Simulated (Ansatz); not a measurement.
`N=C(Br)I`, relaxed with RKS PBE-D4/def2-SVP in the Gaussian-basis code of Ansatz from a rough embedded geometry. The force threshold is 0.03 eV/Å; the program also tests the step.

Charge 0, multiplicity 1. I takes the def2 core potential.

Start:

```xyz
5

N    -1.050   -0.405   -0.270
C     0.093    0.281   -0.081
Br    0.290    2.084   -0.662
I     1.571   -0.661    0.898
H    -0.904   -1.299    0.115
```

**Question.** How much energy does the relaxation release, and in how many steps? (An estimate is asked.)

**Answer.** The calculation gave: 55.87 kJ/mol, in 8 steps.

**Question.** Which bonds change most? (An estimate is asked.)

**Answer.** Computed: C2–I4 from 2.008 to 2.182 Å; N1–C2 from 1.346 to 1.252 Å; N1–H5 from 0.984 to 1.030 Å; C2–Br3 from 1.904 to 1.904 Å.

**Question.** Give the relaxed structure. (Estimate.)

**Answer.** The calculation gave: 
```xyz
5

N    -1.041   -0.360   -0.293
C     0.037    0.237   -0.074
Br    0.300    2.035   -0.644
I     1.779   -0.584    0.953
H    -1.074   -1.328    0.058
```
